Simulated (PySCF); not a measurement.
PySCF job for C3H6N2Si, SMILES CC1=NC=N[SiH2]1, PBE-D3(BJ)/def2-SVP. Coordinates come from a PBE-D3(BJ)/def2-SVP optimisation. The structure was generated by enumeration, and PubChem lists no compound with its InChIKey, so it may never have been made.

```python
import numpy as np
from pyscf import gto, scf, dft, df
from pyscf.hessian import thermo

mol = gto.M(
    atom='''
    C     0.06934544    2.35802950    0.00000000
    C    -0.12589551    0.87958173    0.00000000
    N    -1.31362797    0.34869082    0.00000000
    C    -1.25268969   -1.09867349    0.00000000
    N    -0.16371972   -1.78815998   -0.00000000
    Si    1.14495785   -0.57701682   -0.00000000
    H     0.66042257    2.67254602    0.88684339
    H    -0.90463975    2.88461633    0.00000000
    H     0.66042257    2.67254602   -0.88684339
    H    -2.25171451   -1.58310920    0.00000000
    H     2.00148577   -0.66285305   -1.23055589
    H     2.00148577   -0.66285305    1.23055589
    ''',
    basis='def2-SVP',
    charge=0,
    spin=0,
    max_memory=1600,
    verbose=3,
)
mf = dft.RKS(mol, xc='pbe').density_fit(auxbasis='def2-universal-jkfit')
mf.disp = 'd3bj'
mf.grids.level = 3
mf.conv_tol = 1e-11
mf.max_cycle = 100
mf.kernel()

# [left out here: the lines that compute and print the analytic Hessian (its translational invariance restored by hand, since the grid's response is missing), thermochemistry and intensities]
```

Log of the run:

```
converged SCF energy = -516.224096921778

WARN: DFTD3 does not support analytical Hessian, using finite difference


WARN: Mole.unit (angstrom) is changed to Bohr

Mode                                 0                   1                   2
Irrep
Freq [cm^-1]                      126.7359            202.6119            269.6703
Reduced mass [au]                   1.0637              3.1449              1.5514
Force const [Dyne/A]                0.0101              0.0761              0.0665
Char temp [K]                     182.3448            291.5134            387.9955
Normal mode                   x     y     z       x     y     z       x     y     z
       0   C                -0.00  0.00 -0.02    0.00 -0.00 -0.10    0.00 -0.00 -0.03
       1   C                 0.00  0.00  0.01   -0.00 -0.00  0.07   -0.00 -0.00  0.16
       2   N                 0.00  0.00  0.01   -0.00 -0.00  0.11   -0.00 -0.00 -0.05
       3   C                -0.00  0.00 -0.03    0.00 -0.00  0.02    0.00 -0.00 -0.05
       4   N                -0.00  0.00 -0.03    0.00 -0.00 -0.16    0.00  0.00  0.03
       5  Si                 0.00 -0.00  0.03   -0.00  0.00  0.03   -0.00  0.00  0.01
       6   H                 0.48 -0.00 -0.34   -0.10  0.14 -0.08    0.03  0.16 -0.11
       7   H                -0.00 -0.00  0.47    0.00  0.00 -0.29    0.00  0.00 -0.12
       8   H                -0.48  0.00 -0.34    0.10 -0.14 -0.08   -0.03 -0.16 -0.11
       9   H                -0.00  0.00 -0.06    0.00 -0.00  0.06    0.00 -0.00 -0.14
      10   H                 0.07 -0.00  0.08    0.15  0.12  0.13   -0.36  0.23 -0.26
      11   H                -0.07  0.00  0.08   -0.15 -0.12  0.13    0.36 -0.23 -0.26
Mode                                 3                   4                   5
Irrep
Freq [cm^-1]                      282.6342            388.9837            470.9156
Reduced mass [au]                   2.8609              2.0750              8.9243
Force const [Dyne/A]                0.1346              0.1850              1.1660
Char temp [K]                     406.6477            559.6609            677.5427
Normal mode                   x     y     z       x     y     z       x     y     z
       0   C                 0.14 -0.07  0.00   -0.00  0.00 -0.03    0.02  0.07  0.00
       1   C                -0.07 -0.03 -0.00   -0.00  0.00 -0.02    0.07  0.04 -0.00
       2   N                -0.07 -0.03 -0.00   -0.00  0.00  0.15    0.10 -0.03  0.00
       3   C                 0.00 -0.05 -0.00   -0.00  0.00 -0.13    0.06 -0.05 -0.00
       4   N                 0.03  0.00  0.00   -0.00  0.00  0.06    0.02 -0.11  0.00
       5  Si                -0.03  0.08 -0.00    0.00 -0.00 -0.00   -0.12  0.03 -0.00
       6   H                 0.21 -0.19 -0.00   -0.04  0.02 -0.01    0.00  0.11  0.00
       7   H                 0.25  0.15  0.00   -0.00 -0.00 -0.07   -0.01  0.01  0.00
       8   H                 0.21 -0.19  0.00    0.04 -0.02 -0.01    0.00  0.11 -0.00
       9   H                 0.02 -0.10 -0.00   -0.00  0.00 -0.51    0.03  0.01 -0.00
      10   H                -0.02  0.15  0.00   -0.08 -0.28 -0.04   -0.11  0.05 -0.00
      11   H                -0.02  0.15 -0.00    0.08  0.28 -0.04   -0.11  0.05  0.00
Mode                                 6                   7                   8
Irrep
Freq [cm^-1]                      556.4241            577.7699            676.6285
Reduced mass [au]                   3.4542              2.0475              1.2798
Force const [Dyne/A]                0.6301              0.4027              0.3452
Char temp [K]                     800.5703            831.2822            973.5178
Normal mode                   x     y     z       x     y     z       x     y     z
       0   C                -0.02 -0.15  0.00   -0.00 -0.00 -0.02   -0.00 -0.00 -0.01
       1   C                 0.11 -0.09  0.00    0.00 -0.00 -0.15   -0.00 -0.00 -0.05
       2   N                 0.06  0.01 -0.00    0.00 -0.00  0.04   -0.00  0.00  0.05
       3   C                -0.03  0.05 -0.00   -0.00  0.00  0.03    0.00  0.00 -0.05
       4   N                -0.04  0.03  0.00   -0.00  0.00 -0.08    0.00  0.00  0.09
       5  Si                -0.02  0.06 -0.00   -0.00  0.00  0.08   -0.00 -0.00 -0.02
       6   H                -0.09 -0.05  0.01   -0.01 -0.21  0.07   -0.01 -0.08  0.02
       7   H                -0.12 -0.34 -0.00   -0.00 -0.00  0.12   -0.00 -0.00  0.04
       8   H                -0.09 -0.05 -0.01    0.01  0.21  0.07    0.01  0.08  0.02
       9   H                -0.05  0.09 -0.00   -0.00  0.00 -0.00    0.00  0.00 -0.16
      10   H                -0.03  0.19 -0.01   -0.35  0.12 -0.18    0.18  0.57  0.06
      11   H                -0.03  0.19  0.01    0.35 -0.12 -0.18   -0.18 -0.57  0.06
Mode                                 9                  10                  11
Irrep
Freq [cm^-1]                      682.2474            709.4328            838.5622
[...]
Reduced mass [au]                   1.1609              1.5045              1.0820
Force const [Dyne/A]                1.1525              1.5665              1.2094
Char temp [K]                    1867.6355           1912.6315           1981.6983
Normal mode                   x     y     z       x     y     z       x     y     z
       0   C                 0.00  0.03  0.00   -0.02 -0.15 -0.00    0.04 -0.03  0.00
       1   C                 0.03  0.03 -0.00   -0.02  0.08  0.00   -0.02 -0.02  0.00
       2   N                -0.00 -0.01 -0.00    0.03  0.00  0.00    0.04  0.02  0.00
       3   C                 0.01  0.06  0.00   -0.00 -0.00 -0.00    0.01 -0.00 -0.00
       4   N                -0.07 -0.01 -0.00   -0.02 -0.00  0.00   -0.01  0.00 -0.00
       5  Si                 0.00  0.00  0.00    0.00 -0.00 -0.00   -0.00  0.00 -0.00
       6   H                 0.02 -0.15  0.04    0.05  0.43 -0.24   -0.48 -0.02  0.33
       7   H                -0.08 -0.14 -0.00    0.18  0.23  0.00    0.26  0.40 -0.00
       8   H                 0.02 -0.15 -0.04    0.05  0.43  0.24   -0.48 -0.02 -0.33
       9   H                 0.43 -0.77 -0.00    0.10 -0.21  0.00    0.05 -0.08 -0.00
      10   H                -0.00 -0.02 -0.00   -0.00  0.01 -0.00    0.00  0.01  0.00
      11   H                -0.00 -0.02  0.00   -0.00  0.01  0.00    0.00  0.01 -0.00
Mode                                21                  22                  23
Irrep
Freq [cm^-1]                     1388.7150           1532.5125           1616.0580
Reduced mass [au]                   1.0432              8.6571              8.6915
Force const [Dyne/A]                1.1853             11.9793             13.3739
Char temp [K]                    1998.0517           2204.9443           2325.1476
Normal mode                   x     y     z       x     y     z       x     y     z
       0   C                 0.00 -0.00 -0.05   -0.00 -0.03 -0.00   -0.01 -0.02  0.00
       1   C                -0.00 -0.00 -0.02    0.13  0.09 -0.00    0.12  0.08 -0.00
       2   N                 0.00  0.00 -0.00   -0.10 -0.05  0.00   -0.11 -0.05 -0.00
       3   C                 0.00 -0.00  0.00   -0.13  0.07  0.00    0.13 -0.08 -0.00
       4   N                -0.00  0.00  0.00    0.11 -0.06 -0.00   -0.11  0.06 -0.00
       5  Si                -0.00  0.00  0.00    0.00  0.00 -0.00    0.00 -0.00  0.00
       6   H                -0.32  0.35  0.05   -0.08 -0.04  0.05   -0.04 -0.04  0.03
       7   H                 0.00  0.00  0.71    0.06  0.08  0.00    0.03  0.05 -0.00
       8   H                 0.32 -0.35  0.05   -0.08 -0.04 -0.05   -0.04 -0.04 -0.03
       9   H                 0.00 -0.00  0.00   -0.09 -0.03 -0.00    0.02  0.17  0.00
      10   H                -0.00  0.01 -0.00    0.00 -0.03 -0.00    0.00  0.02  0.01
      11   H                 0.00 -0.01 -0.00    0.00 -0.03  0.00    0.00  0.02 -0.01
Mode                                24                  25                  26
Irrep
Freq [cm^-1]                     2172.7971           2181.8905           2959.9612
Reduced mass [au]                   1.0301              1.0531              1.0369
Force const [Dyne/A]                2.8652              2.9537              5.3524
Char temp [K]                    3126.1713           3139.2546           4258.7251
Normal mode                   x     y     z       x     y     z       x     y     z
       0   C                -0.00  0.00 -0.00   -0.00  0.00 -0.00   -0.02 -0.05  0.00
       1   C                 0.00 -0.00 -0.00    0.00 -0.00  0.00   -0.00  0.00 -0.00
       2   N                -0.00 -0.00  0.00   -0.00 -0.00  0.00    0.00  0.00 -0.00
       3   C                 0.00 -0.00  0.00    0.00 -0.00  0.00   -0.00 -0.00 -0.00
       4   N                -0.00  0.00  0.00   -0.00  0.00  0.00   -0.00 -0.00 -0.00
       5  Si                -0.03  0.00 -0.00   -0.00  0.00  0.04   -0.00  0.00  0.00
       6   H                -0.00  0.00 -0.00    0.00 -0.00  0.00    0.32  0.16  0.49
       7   H                 0.00  0.00 -0.00    0.00  0.00 -0.00   -0.42  0.22  0.00
       8   H                -0.00  0.00  0.00   -0.00  0.00  0.00    0.32  0.16 -0.49
       9   H                 0.00  0.00  0.00    0.00  0.00 -0.00    0.00  0.00 -0.00
      10   H                 0.39 -0.04 -0.58    0.40 -0.04 -0.56    0.00 -0.00 -0.00
      11   H                 0.39 -0.04  0.58   -0.40  0.04 -0.56    0.00 -0.00  0.00
Mode                                27                  28                  29
Irrep
Freq [cm^-1]                     3034.5767           3037.6916           3081.2536
Reduced mass [au]                   1.0993              1.0915              1.1054
Force const [Dyne/A]                5.9642              5.9341              6.1832
Char temp [K]                    4366.0803           4370.5619           4433.2379
Normal mode                   x     y     z       x     y     z       x     y     z
       0   C                -0.00 -0.00 -0.09    0.00 -0.00 -0.00    0.09 -0.02 -0.00
       1   C                -0.00  0.00 -0.00   -0.00 -0.00 -0.00    0.00 -0.00 -0.00
       2   N                 0.00  0.00 -0.00    0.00  0.00 -0.00   -0.00 -0.00 -0.00
       3   C                -0.00 -0.00  0.00    0.08  0.04  0.00   -0.00  0.00  0.00
       4   N                 0.00 -0.00 -0.00   -0.00  0.00 -0.00    0.00  0.00  0.00
       5  Si                 0.00 -0.00 -0.00   -0.00 -0.00 -0.00   -0.00  0.00 -0.00
       6   H                 0.37  0.19  0.53    0.00  0.00  0.00   -0.16 -0.09 -0.26
       7   H                 0.00 -0.00 -0.01   -0.00  0.00 -0.00   -0.73  0.39 -0.00
       8   H                -0.37 -0.19  0.53    0.00  0.00 -0.00   -0.16 -0.09  0.26
       9   H                 0.00  0.00  0.00   -0.85 -0.42  0.00    0.00  0.00  0.00
      10   H                -0.00  0.00  0.00    0.00 -0.00 -0.00    0.00 -0.00 -0.00
      11   H                 0.00 -0.00  0.00    0.00 -0.00  0.00    0.00 -0.00  0.00
temperature 298.1500 [K]
pressure 101325.00 [Pa]
Rotational constants [GHz] 5.05912 2.85497 1.88831
Symmetry number 1
Zero-point energy (ZPE) 0.08370 [Eh]   219766.435 [J/mol]
                           tot       elec      trans        rot        vib
Entropy [J/mol/K]       332.134      0.000    165.951    112.419     53.764
Cv [J/mol/K]            101.867      0.000     12.472     12.472     76.924
Cp [J/mol/K]            110.182      0.000     20.786     12.472     76.924
Internal energy [J/mol]                      3718.434   3718.434 229681.765
Internal energy [Eh]   -516.13378  -516.22410
Enthalpy [J/mol]                             6197.391   3718.434 229681.765
Enthalpy [Eh]          -516.13284
Gibbs free energy [J/mol]                  -43280.900 -29799.182 213652.037
Gibbs free energy [Eh] -516.17056
mode   freq/cm-1   IR/(km/mol)
   1      126.74         1.371
   2      202.61         0.388
   3      269.67         1.117
   4      282.63         1.020
   5      388.98         7.232
   6      470.92        15.169
   7      556.42         1.160
   8      577.77        43.844
   9      676.63        10.918
  10      682.25        15.923
  11      709.43        15.226
  12      838.56        27.157
  13      893.02        68.513
  14      894.34        86.419
  15      947.40         3.428
  16      977.64         1.032
  17     1045.00        69.726
  18     1191.84        16.569
  19     1298.07         3.809
  20     1329.35         9.769
  21     1377.35        22.203
  22     1388.72        13.895
  23     1532.51        90.574
  24     1616.06        87.987
  25     2172.80        58.383
  26     2181.89        75.682
  27     2959.96         4.946
  28     3034.58         2.676
  29     3037.69        44.395
  30     3081.25         8.013
max |gradient| / (hartree/bohr): 3.0270616116616974e-05
APT charges: [-9.100e-02  2.541e-01 -6.321e-01  5.844e-01 -6.715e-01  8.980e-01
  2.310e-02  1.000e-02  2.310e-02  8.000e-04 -1.994e-01 -1.994e-01]
```

The run converged.
